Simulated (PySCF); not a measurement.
**(CH3)3CCF2CH3: full NMR table**

| Item | Value |
| --- | --- |
| Formula | C6H12F2 |
| SMILES | CC(C)(C)C(C)(F)F |
| InChI | InChI=1S/C6H12F2/c1-5(2,3)6(4,7)8/h1-4H3 |
| Point group of the computed structure | Cs |
| Degrees of unsaturation | 0 |
| Carbon signals | 4 |
| Proton signals | 2 |

Numbering as in the mapped SMILES `[CH3:1][C:2]([CH3:3])([CH3:4])[C:5]([CH3:6])([F:7])[F:8]`. Each H is labelled by its parent atom.

PySCF calculation with coordinates at the GFN2-xTB level and shielding tensors at PBE0/pcSseg-1 (GIAO); no solvent, no relativistic terms, one computed conformer, equivalent nuclei averaged.

Referencing at the same level of theory: TMS for 1H (σ = 31.72 ppm), 13C (σ = 186.93 ppm); 19F (σ = 170.95 ppm) against CFCl3.

| carbon | δC, type | δH (multiplicity) | HMBC from (2–3 bonds) | span of the C tensor (ppm) |
| --- | --- | --- | --- | --- |
| C1/C3/C4 | 25.7, CH3 | 1.09 (s) | H(C1)/H(C3)/H(C4) | 43 |
| C2 | 41.1, C | – | H(C6), H(C1)/H(C3)/H(C4) | 21 |
| C5 | 132.7, C | – | H(C6), H(C1)/H(C3)/H(C4) | 32 |
| C6 | 21.4, CH3 | 1.61 (m) | – | 36 |

Other nuclei:
```tsv
atoms	nucleus	environment	δ (ppm)	σ (ppm)
F7/F8	19F	fluorine of a CF2 group	-130.3	301.3
```

Carbon types of the structure: 2 × C, 4 × CH3, which accounts for all hydrogens. δC 132.7: fully substituted sp3 carbon bonded to 2 F; 2 electronegative neighbours deshield it. δC 41.1: quaternary sp3 carbon; a saturated carbon with 4 carbon neighbours and no heteroatom attached. δC 25.7, 21.4: methyl carbon; a saturated carbon with 1 carbon neighbour and no heteroatom attached. δH 1.61, 1.09: hydrogen on a methyl carbon.

Splittings by 19F in the carbon and heteronuclear signals aren't shown, as no couplings were computed. Shifts are as computed. Against solution values, carbons near 30 ppm lie about +3 ppm off and those near 130 ppm about +5 ppm. Of 1211 compounds with measured shifts, 218 miss one by over three times the rms of a fit or turn the order of signals round; such compounds aren't used in these exercises. Unscaled 19F shifts against computed CFCl3 carry errors that often reach 10 to 50 ppm. No couplings were computed; multiplicities are counted from neighbouring protons, with m where these are inequivalent, close in shift, in a saturated or five-membered ring or joined by F or P, and br s for small geminal =CH2 splittings.
